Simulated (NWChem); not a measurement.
System: GaF₂, doublet; SMILES [F][Ga][F]

Excerpt of the output:

```
             Northwest Computational Chemistry Package (NWChem) 7.3.0
             --------------------------------------------------------

 C2V symmetry detected

                             Geometry "geometry" -> ""
                             -------------------------

 Output coordinates in angstroms (scale by  1.889725989 to convert to a.u.)

  No.       Tag          Charge          X              Y              Z
 ---- ---------------- ---------- -------------- -------------- --------------
    1 Ga                  31.0000     0.00000000     0.00000000     0.24930732
    2 F                    9.0000    -1.71212206     0.00000000    -0.42936261
    3 F                    9.0000     1.71212206     0.00000000    -0.42936261

 Effective nuclear repulsion energy (a.u.)     172.8459655285

      Symmetry information
      --------------------

 Group name             C2v
 Group number             16
 Group order               4
 No. of unique centers     2

                                Z-matrix (autoz)
                                --------

 Units are Angstrom for bonds and degrees for angles

      Type          Name      I     J     K     L     M      Value
      ----------- --------  ----- ----- ----- ----- ----- ----------
    1 Stretch                  1     2                       1.84173
    2 Stretch                  1     3                       1.84173
    3 Bend                     2     1     3               136.75413

                           NWChem Geometry Optimization
                           ----------------------------

 maximum gradient threshold         (gmax) =   0.000450
 rms gradient threshold             (grms) =   0.000300
 maximum cartesian step threshold   (xmax) =   0.001800
 rms cartesian step threshold       (xrms) =   0.001200
 fixed trust radius                (trust) =   0.300000
 source of zmatrix                         =   autoz

          -------------------
          Energy Minimization
          -------------------

 Using diagonal initial Hessian
 Scaling for Hessian diagonals: bonds = 1.00  angles = 0.25  torsions = 0.10

          --------
          Step   0

                                 NWChem DFT Module
                                 -----------------

[...]

      ----------------------
      Optimization converged
      ----------------------

  Step       Energy      Delta E   Gmax     Grms     Xrms     Xmax
  ---- ---------------- -------- -------- -------- -------- --------
@    5   -2123.73545005 -5.5D-08  0.00001  0.00001  0.00047  0.00077
                                     ok       ok       ok       ok

                                Z-matrix (autoz)
                                --------

 Units are Angstrom for bonds and degrees for angles

      Type          Name      I     J     K     L     M      Value     Gradient
      ----------- --------  ----- ----- ----- ----- ----- ---------- ----------
    1 Stretch                  1     2                       1.75700   -0.00000
    2 Stretch                  1     3                       1.75700   -0.00000
    3 Bend                     2     1     3               116.83077   -0.00001

                         Geometry "geometry" -> "geometry"
                         ---------------------------------

 Output coordinates in angstroms (scale by  1.889725989 to convert to a.u.)

  No.       Tag          Charge          X              Y              Z
 ---- ---------------- ---------- -------------- -------------- --------------
    1 Ga                  31.0000     0.00000000     0.00000000     0.41035555
    2 F                    9.0000    -1.49673294     0.00000000    -0.50988672
    3 F                    9.0000     1.49673294     0.00000000    -0.50988672

 Effective nuclear repulsion energy (a.u.)     182.3785075326

      Symmetry information
      --------------------

 Group name             C2v
 Group number             16
 Group order               4
 No. of unique centers     2

[...]

 Rotational Constants
 --------------------
 A=   0.812712 cm-1  (  1.169285 K)
 B=   0.198045 cm-1  (  0.284937 K)
 C=   0.159241 cm-1  (  0.229107 K)

 Temperature                      =   298.15K
 frequency scaling parameter      =   1.0000

 Zero-Point correction to Energy  =    2.214 kcal/mol  (  0.003529 au)
 Thermal correction to Energy     =    4.513 kcal/mol  (  0.007192 au)
 Thermal correction to Enthalpy   =    5.105 kcal/mol  (  0.008135 au)

 Total Entropy                    =   65.155 cal/mol-K
   - Translational                =   39.900 cal/mol-K (mol. weight = 106.9225)
   - Rotational                   =   22.270 cal/mol-K (symmetry #  =        2)
   - Vibrational                  =    2.985 cal/mol-K

 Cv (constant volume heat capacity) =    9.542 cal/mol-K
   - Translational                  =    2.979 cal/mol-K
   - Rotational                     =    2.979 cal/mol-K
   - Vibrational                    =    3.584 cal/mol-K

[normal modes left out]

 ----------------------------------------------------------------------------
 Normal Eigenvalue ||           Projected Infra Red Intensities
  Mode   [cm**-1]  || [atomic units] [(debye/angs)**2] [(KM/mol)] [arbitrary]
 ------ ---------- || -------------- ----------------- ---------- -----------
    1        0.000 ||    0.003995           0.092         3.895       2.250
    2        0.000 ||    0.003623           0.084         3.532       2.041
    3        0.000 ||    0.003623           0.084         3.532       2.041
    4        0.000 ||    0.001530           0.035         1.492       0.862
    5        0.000 ||    0.000001           0.000         0.001       0.001
    6        0.000 ||    0.000672           0.015         0.655       0.378
    7      179.398 ||    0.024561           0.567        23.943      13.835
    8      660.390 ||    0.035596           0.821        34.701      20.051
    9      709.790 ||    0.086171           1.988        84.003      48.540
 ----------------------------------------------------------------------------
```

Level: PBE0/def2-SVP, spin-unrestricted. In the optimisation the excess spin sits in a1 (C2v, its own frame). This spin state was assumed; another may lie lower.

Task: Write an input that gives this output.

Result: This is not unique; one that fits is the input that was run:
```
start job
memory heap 200 mb stack 900 mb global 1100 mb
geometry units angstroms
  Ga     0.183360     0.115367     0.101873
  F     -0.527169     1.074442    -1.300767
  F     -0.145738    -1.497929     0.926982
end
basis spherical
  * library def2-svp
end
dft
  odft
  mult 2
  xc pbe0
  iterations 150
end
driver
  maxiter 120
end
task dft optimize
task dft freq
```
